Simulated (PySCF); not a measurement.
## One molecule, a ladder of functionals, a line

Molecule: `InChI=1S/C2H5NSi/c3-1-2-4/h2H2,4H3`.

Atom-mapped SMILES (the numbers label the heavy atoms): `[N:1]#[C:2][CH2:3][SiH3:4]`. Hydrogens are named by the atom that carries them.

GIAO shieldings (ppm, equivalent atoms averaged) in PySCF on the PBE0-D3(BJ)/def2-SVP geometry, basis pcSseg-2, gas phase, non-relativistic:

```tsv
functional	exact exchange (%)	σ(C3)	σ(Si4)
BLYP	0	177.6	379.1
BP86	0	181.9	389.5
PBE	0	182.3	391.2
B3LYP	20	182.3	390.8
PBE0	25	187.5	405.2
BHandHLYP	50	188.0	408.0
HF	100	196.3	439.7
```

(1) Fit each shielding as a line in the percentage of exact exchange.

(2) What does the line predict for mPW1PW91 (25 %), and what does the run give?

## Answers

(1) σ(C3) = 180.8 + 0.16 x (rms 1.9 ppm); σ(Si4) = 386.0 + 0.52 x (rms 5.0 ppm). The functionals also differ in their semilocal parts, which the line can't hold; Hartree–Fock has no correlation at all.

(2) σ(C3): 184.8 predicted, 186.6 computed; σ(Si4): 399.0 predicted, 403.4 computed ppm.
